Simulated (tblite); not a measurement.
Compound: C5H5NOS2.
Structure used (GFN2-xTB), in Å, numbered top down from 1:
```
atom  x, y, z in Å
N1     1.5222    2.1399    0.1816
C2     2.0782    1.1425    0.2489
C3     2.6883   -0.1516    0.2841
S4     1.7619   -1.2752   -0.8506
S5    -0.1154   -1.2665    0.1371
C6    -0.8529   -0.0349   -0.7931
C7    -2.1239    0.3426   -0.4986
C8    -2.6875   -0.3568    0.5966
O9    -2.0173   -1.2226    1.1690
H10    3.7099   -0.1153   -0.0923
H11    2.6640   -0.5721    1.2903
H12   -0.2714    0.3960   -1.5894
H13   -2.6526    1.1068   -1.0382
H14   -3.7041   -0.1331    0.9326
```

Method: GFN2-xTB as coded in tblite; computed harmonic values from a numerical Hessian at the method's own geometry, unscaled. This tight-binding method is rough: wavenumbers can miss measured ones by several per cent, in bad cases by 10 to 20. One conformer, not necessarily the lowest.

Harmonic wavenumbers (cm⁻¹): 36.5, 44.6, 82.9, 125.3, 184.1, 210.2, 232.4, 324.7, 369.0, 371.7, 455.6, 492.6, 502.5, 692.7, 742.3, 757.3, 831.9, 850.6, 862.2, 907.1, 994.4, 1064.3, 1075.9, 1117.6, 1163.7, 1252.3, 1339.3, 1373.7, 1457.1, 1590.9, 2398.1, 2914.9, 2971.0, 2999.3, 3119.4, 3140.8.

A = 2077, B = 848.0, C = 700.8 MHz; mass 158.981 u (most abundant isotopes); point group C1, symmetry number 1.

Q: Zero-point energy?

A: Half the sum of the wavenumbers: 19524 cm⁻¹ = 233.56 kJ/mol.

Q: Give the ideal-gas entropy at 200 K and 1 bar in the rigid-rotor, harmonic-oscillator model (classical rotation).

A: Translation 163.77, rotation 120.31, vibration 89.09: S = 373.2 J/(mol K).

Q: And Cp and H(200 K) − H(0)?

A: Cp = 118.70 J/(mol K), of which vibrations give 85.44 (their classical limit is 36 R = 299.3); H(200 K) − H(0) = 15.80 kJ/mol without the zero-point energy, 9.15 from vibrations.

Q: Which modes carry the vibrational entropy at 200 K?

A: 36.5 cm⁻¹: 19.46; 44.6 cm⁻¹: 17.80; 82.9 cm⁻¹: 12.73; 125.3 cm⁻¹: 9.45; 184.1 cm⁻¹: 6.56; 210.2 cm⁻¹: 5.63 J/(mol K); the other 30 give 17.46 together.

Q: Blend soft modes into free rotors: weight 1/[1 + (100 cm⁻¹/ν̃)⁴] for the oscillator and the rest for a rotor with moment μB/(μ + B), μ = h/(8π²ν), B = 10⁻⁴⁴ kg m². What vibrational entropy results?

A: 79.33 J/(mol K) in place of 89.09, which changes −T·S at 200 K by +1.95 kJ/mol.

Q: What must be added to the electronic energy to get the Gibbs energy at 200 K and 1 bar?

A: ZPE + [H(200 K) − H(0)] − T·S = 233.56 + 15.80 − 74.63 = 174.73 kJ/mol.

Hindered rotation and anharmonicity are outside this model. Other conformers, if any are populated, would add a mixing term that is left out. The structure is chiral; the term R ln 2 for an equal mix with its mirror image is left out.
